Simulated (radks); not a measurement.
Problem. The table gives one normalised radial function P(r) = r R(r) of Mg4+ in [He] 2s2 2p4 (r in bohr). Calculated with a radial shooting solver on a logarithmic mesh with Libxc functionals: non-relativistic Kohn-Sham, r2SCAN, spin-polarised, spherical densities, point nucleus; open shells are filled with parallel spins first; meta-GGA in the generalised Kohn-Sham scheme.

r	P
0.007604	0.1530
0.009287	0.1831
0.01134	0.2180
0.01385	0.2581
0.01692	0.3035
0.02067	0.3536
0.02525	0.4075
0.03083	0.4630
0.03766	0.5170
0.046	0.5642
0.05618	0.5977
0.06862	0.6082
0.08382	0.5847
0.1024	0.5152
0.125	0.3888
0.1527	0.1990
0.1865	-0.0539
0.2278	-0.3566
0.2783	-0.6794
0.3399	-0.9774
0.4151	-1.1992
0.5071	-1.2986
0.6193	-1.2524
0.7564	-1.0726
0.9239	-0.8070
1.128	-0.5239
1.378	-0.2860
1.684	-0.1268
2.056	-0.0439

Which n and l does it have? It may be an empty orbital.

Solution. n = 2, l = 0: the number of nodes gives n - l - 1 = 1, the rise at small r (about r^(l+1)) gives l, and the extent must fit the shell. The curve is that of 2s up; the table hardly tells the two spins apart. 2s up: eigenvalue -166.41 eV, 1 radial node at r = 0.179 bohr, <r> = 0.644 bohr, 90 % of the charge inside 1.01 bohr.
